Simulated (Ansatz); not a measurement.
Geometry optimisation, Ansatz, RHF/def2-SVP.

Input file:

```yaml
crystal:
  periodic: [false, false, false]
  atoms:
    - { symbol: B, position_ang: [0.0, 0.0, 0.0] }
    - { symbol: F, position_ang: [0.0, 0.0, 1.32] }
    - { symbol: "N", position_ang: [1.3423, 0.0, -0.775] }
    - { symbol: H, position_ang: [1.8089, -0.9179, -1.0268] }
    - { symbol: H, position_ang: [1.7937, 0.9179, -1.0532] }
    - { symbol: O, position_ang: [-1.2211, 0.0, -0.705] }
    - { symbol: H, position_ang: [-1.7308, -0.8467, -0.4965] }
basis:
  gaussian: { orbitals: def2-SVP }
hamiltonian:
  xc: hf
relax:
  f_tol: 0.02
  max_steps: 40
```

Run as:

```bash
$ ansatz run input.yaml --threads 1 --pin off --max-ram 2048MiB --backend cpu --events-out ev --progress --plain --runs-dir out
```

Question: Where does it end, and by what steps?

Answer: The forces met the threshold. After 10 steps the energy has fallen by 1.810 eV; H5 moved furthest, 0.89 Å.

```
step  energy less start (eV)  largest force component (eV/Å)  accepted
   0                  0.0000                           2.993       yes
   1                 -0.5971                           2.740       yes
   2                 -0.7187                           3.162       yes
   3                 -1.1255                           0.615       yes
   4                 -1.3603                           1.093       yes
   5                 -1.5966                           0.997       yes
   6                 -1.7732                           0.440       yes
   7                 -1.8088                           0.104       yes
   8                 -1.8086                           0.199        no
   9                 -1.8100                           0.046       yes
  10                 -1.8103                           0.002       yes
```

```xyz
7
Properties=species:S:1:pos:R:3
B 0.046 -0.061 -0.140
F -0.141 0.528 1.044
N 1.302 0.009 -0.748
H 1.491 -0.413 -1.631
H 2.073 0.485 -0.331
O -0.990 -0.709 -0.719
H -1.787 -0.686 -0.212
```

Run time: 14 s on 1 thread of Arm Neoverse V1 (shared host), peak memory 0.14 GiB.
